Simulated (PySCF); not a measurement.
**Electron correlation in I⁻ (iodine, charge -1)**

[Xe], closed-shell 1S. Computed with PySCF 2.14 in aug-cc-pVQZ-PP with ECP28MDF, with scalar relativity through the core potential. Frozen: 4s2 4p6 4d10; 8 electrons correlated.

MP2 pair energies summed by pair of shells (mhartree):

```csv
pair,energy,share (%)
5p-5p,-116.31,69.6
5s-5p,-43.50,26.0
5s-5s,-7.30,4.4
```

Total MP2 correlation energy: -167.11 mhartree.

Same-spin part -37.97 and opposite-spin part -129.14 mhartree; SCS-MP2 scales them by 1/3 and 6/5 to -167.63 mhartree.
